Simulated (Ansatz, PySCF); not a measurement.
Molecule: I2 (charge -1, doublet). 
Structure (B3LYP-D3(BJ)/def2-TZVP (Ansatz, a quantum-chemistry and plane-wave program) minimum search):
```
I
I 1 3.3304
```
Charge -1, spin multiplicity 2.

Total electronic energies in hartree. Valence correlation only, unless marked. UHF or UKS for open shells. Spin-orbit coupling is left out. The frozen core is the preceding noble-gas configuration, with the filled d and f shells of earlier blocks. Past Kr the def2 sets carry scalar-relativistic core potentials. STO-3G rows are all-electron and non-relativistic. Basis-set limits of correlation are two-point, X^-3; Hartree-Fock from the larger set. The bracket is a focal-point correction in the basis named. The program attaches cautions to a run behind HF/STO-3G: other roots.

| level | program | energy (Eh) |
|---|---|---|
| HF/STO-3G | Ansatz | -13701.33343 |
| HF/def2-TZVPPD | Ansatz | -593.42509 |
| HF/def2-QZVPPD | Ansatz | -593.42647 |
| RI-HF/def2-TZVPPD | Ansatz | -593.42516 |
| PBE-D3(BJ)/def2-TZVPD | Ansatz + dftd3 | -595.50873 |
| BLYP/def2-TZVPD | Ansatz | -595.42534 |
| revPBE-D3(BJ)/def2-TZVPD | Ansatz + dftd3 | -595.61746 |
| r2SCAN/def2-TZVPD | Ansatz | -595.76422 |
| PBE0/def2-QZVPP | Ansatz | [?] |
| BHLYP-D4/def2-TZVPD | Ansatz + dftd4 | -595.43875 |
| TPSSh-D3(BJ)/def2-TZVPD | PySCF + dftd3 | -595.35203 |
| TPSSh-D4/def2-TZVPD | PySCF + dftd4 | -595.35230 |
| TPSSh/def2-TZVPD | PySCF | -595.34980 |
| M06-2X/def2-TZVPD | PySCF | -595.37609 |
| MN15-D3(BJ)/def2-TZVPD | PySCF + dftd3 | [?] |
| HSE06-D4/def2-TZVPD | Ansatz + dftd4 | -595.55517 |
| B2PLYP/def2-TZVPD | Ansatz | -594.97921 |
| RPA@PBE/def2-QZVPP | Ansatz | -593.96939 |
| SCS-MP2/def2-QZVPPD | Ansatz | -593.74296 |
| CCSD/def2-TZVPP | Ansatz | -593.72807 |
| CCSD(T)/def2-QZVPPD | Ansatz | -593.78899 |
| RI-MP2/CBS(def2-TZVPPD,def2-QZVPPD)+[CCSD(T)-MP2]/def2-QZVPPD | Ansatz | -593.8182 |
| CCSD(T)/CBS(def2-TZVPPD,def2-QZVPPD) | Ansatz | -593.8203 |

### Question
What belongs in the gaps?

### Answer

- PBE0/def2-QZVPP, energy (Eh): -595.55696
- MN15-D3(BJ)/def2-TZVPD, energy (Eh): -594.09569
